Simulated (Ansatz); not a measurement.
A structure relaxed at PBE-D4/def2-SVPD in Ansatz, charge -1, singlet:

```
atom    x (Å)    y (Å)    z (Å)
 Ti1   0.6436   1.4218  -0.5310
 Al2   1.1416  -0.8546   0.6125
 Al3  -1.0110  -2.0062  -0.5982
 Al4  -0.2952  -0.2314  -2.3197
 Al5   0.8108   1.3523   2.0355
 Al6  -1.2898   0.3181   0.8009
```

Question: Give its formula and point group.

Answer: TiAl5⁻. Point group Cs (tolerance 0.1 Å).

Question: Summarise the bond lengths by kind (pairs closer than 1.2 times the sum of covalent radii, bridged metal pairs left out).

Answer: 6 × Al–Al 2.57 to 2.73 Å; 4 × Al–Ti 2.57 to 2.61 Å. The metal has 4 neighbours: Al 2.60 Å, Al 2.61 Å, Al 2.57 Å, Al 2.59 Å.

The restricted singlet is unstable towards broken spin symmetry at other levels; at PBE-D4/def2-SVPD this wasn't settled. The relaxation made no stability test and no search for a lower SCF solution. No other spin state of charge -1 was run. The structure comes from a short search, and lower isomers may exist.
